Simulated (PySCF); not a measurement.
**Radial density of Be⁺ (beryllium, charge +1)**

UHF, [He] 3d1, 2D determinant (an excited configuration). Calculation: PySCF 2.14, in aug-cc-pVQZ (6s5p4d3f2g, 80 functions); no relativity, point nucleus.

```csv
r (bohr),4πr²ρ (e/bohr),4πr²(ρα − ρβ)
0.00630,0.01631,0.0000
0.0106,0.04452,0.0000
0.0178,0.1190,0.0000
0.0300,0.3054,0.0000
0.0504,0.7353,0.0000
0.0848,1.586,0.0000
0.143,2.862,-0.0001
0.240,3.857,-0.0001
0.404,3.240,0.0000
0.679,1.265,0.0005
1.14,0.1453,0.0059
1.92,0.04761,0.0458
3.23,0.1794,0.1794
5.43,0.2097,0.2097
9.14,0.01063,0.0106
```

The outer electron is Rydberg-like, and this basis confines it to a smaller radius and binds it less than a complete one would.
